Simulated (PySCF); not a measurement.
## Relaxation of doublet BrCl2

Computed with PySCF, UPBE0, basis Br def2-TZVP, Cl def2-TZVP (no relativity, density fitting). A (50,194) grid was used.

A hand-made linear start, of D∞h symmetry, held to at least that symmetry:

```xyz
3
charge 0 multiplicity 2, angstrom
Br    0.0000    0.0000    0.0000
Cl    0.0000    0.0000    2.1300
Cl    0.0000    0.0000   -2.1300
```

**Question.** What does it relax to?

**Answer.** It ends at D∞h with Br–Cl 2.285 Å (×2); Cl–Br–Cl 180.0°. A frequency run shows 1 imaginary mode, down to 185i cm⁻¹, so it is a saddle point.

**Question.** How much energy is released, and in how many steps?

**Answer.** 38.7 kJ/mol in 4 steps.

The relaxation took roughly 3 core-minutes on a shared host.
